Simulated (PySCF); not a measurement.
## AuH₃, singlet: molecular constants

These are results of PBE in PySCF with Au def2-TZVP with ECP60, H def2-TZVP; scalar-relativistic core potentials, no spin–orbit coupling; density-fitted integrals, not measurements.

The structure is a minimum.

Coordinates in bohr (charge 0 multiplicity 1):
```
Au   -0.0192    0.0000    0.0000
H     3.3819   -0.7677    0.0000
H     3.3819    0.7677    0.0000
H    -3.0052    0.0000    0.0000
```

| Item | Value |
| --- | --- |
| Point group | C2v |
| Bond lengths | Au–H 1.580 Å, Au–H 1.845 Å (×2), H–H 0.813 Å |
| Bond angles | Au–H–H 77.3° (×2), H–Au–H 25.4°, H–Au–H 167.3° (×2) |
| Heat capacity Cp at 298.15 K | 44.9 J/(mol K) |
| Enthalpy at 298.15 K above 0 K | 10.95 kJ/mol |
| Highest occupied level | -6.49 eV |
| Principal polarisabilities | 32.6, 34.8, 43.7 bohr³ |
| Rotational symmetry number | 2 |
| Rotational constants | 50.67, 1.868, 1.802 cm⁻¹ |
| Atomisation energy without zero-point energy | 794 kJ/mol |
| Lowest empty level | -1.64 eV |
| Zero-point energy | 54.0 kJ/mol |
| Dipole moment | 2.45 D |
| Entropy at 298.15 K and 1 bar | 236.1 J/(mol K) |
| Principal quadrupole moments (Buckingham, traceless) about the centre of mass | -1.98, -1.13, 3.10 D Å |

Harmonic modes (masses in u: Au 196.967, H 1.008):
```json
{"symmetry": "b2", "ω (cm⁻¹)": "577", "IR (km/mol)": "4.4", "μ (u)": "1.02"}
{"symmetry": "b1", "ω (cm⁻¹)": "639", "IR (km/mol)": "0.6", "μ (u)": "1.02"}
{"symmetry": "a1", "ω (cm⁻¹)": "834", "IR (km/mol)": "0.9", "μ (u)": "1.02"}
{"symmetry": "b2", "ω (cm⁻¹)": "1305", "IR (km/mol)": "13.5", "μ (u)": "1.01"}
{"symmetry": "a1", "ω (cm⁻¹)": "2193", "IR (km/mol)": "11.2", "μ (u)": "1.01"}
{"symmetry": "a1", "ω (cm⁻¹)": "3476", "IR (km/mol)": "0.1", "μ (u)": "1.01"}
```

In C2v the vibrations span 2b2 + b1 + 3a1. Here b1 is antisymmetric to the molecular plane and b2 lies in it.

Charges (e):
```json
{"atom": "Au1", "Mulliken": "-0.09", "Löwdin": "0.04", "polar tensor": "-0.01", "Mayer order to Au1": "–"}
{"atom": "H2,3", "Mulliken": "0.06", "Löwdin": "0.07", "polar tensor": "0.06", "Mayer order to Au1": "0.23"}
{"atom": "H4", "Mulliken": "-0.04", "Löwdin": "-0.19", "polar tensor": "-0.11", "Mayer order to Au1": "0.95"}
```
Other Mayer orders above 0.3: H–H 0.72.

Mulliken populations on Au1 (electrons outside its core potential): s 3.35, p 6.11, d 9.63, f 0.01.

Outer orbital energies (eV). occupied: -14.14, -9.12, -8.27, -7.95, -7.33, -7.33, -6.49; empty: -1.64, -0.76, -0.46, 1.67.

Stability towards spin polarisation was not tested. Only a few start shapes were tried, so a lower isomer may exist. With an element this heavy the missing spin–orbit coupling can shift these numbers.

The final relaxation and frequency run took 14 s on 2 threads of a shared Arm Neoverse V1 host, with 58 basis functions and 12 gradients; the process peaked at 0.73 GiB. Launch command: `OMP_NUM_THREADS=2 python axn.py task.json out`.
